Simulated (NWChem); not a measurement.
System: dimethyl carbonate (C$_{3}$H$_{6}$O$_{3}$); SMILES COC(=O)OC

```xyz
12

C     -2.3159     0.0000    -0.0194
O     -1.0778    -0.0001    -0.7044
C      0.0000     0.0000     0.0718
O      0.0000     0.0000     1.2742
O      1.0778     0.0001    -0.7044
C      2.3159     0.0000    -0.0194
H     -2.4172     0.8940     0.6138
H     -3.0927    -0.0031    -0.7929
H     -2.4148    -0.8909     0.6185
H      3.0927     0.0031    -0.7929
H      2.4172    -0.8940     0.6138
H      2.4148     0.8909     0.6185
```
Atoms are numbered in this order, from 1.

STO-3G and 3-21G are far too small for this property and stand as cheap habits. All runs use the structure optimised with PBE0/def2-SVP.

Symmetry labels are those of C2 in the frame above (b1 and b2, or b-type labels, depend on it).

Q: List the 4 lowest vertical singlet excitations from B3LYP/3-21G, TDA (NWChem).

A: 
| state | energy (eV) | oscillator strength | symmetry | leading excitation (squared amplitude) |
|---|---|---|---|---|
| S1 | 6.89 | 0.000 | a | HOMO → LUMO (0.99) |
| S2 | 8.69 | 0.227 | b | HOMO−1 → LUMO (0.85) |
| S3 | 9.11 | 0.002 | b | HOMO−3 → LUMO (0.98) |
| S4 | 9.34 | 0.041 | a | HOMO−2 → LUMO (0.74) |
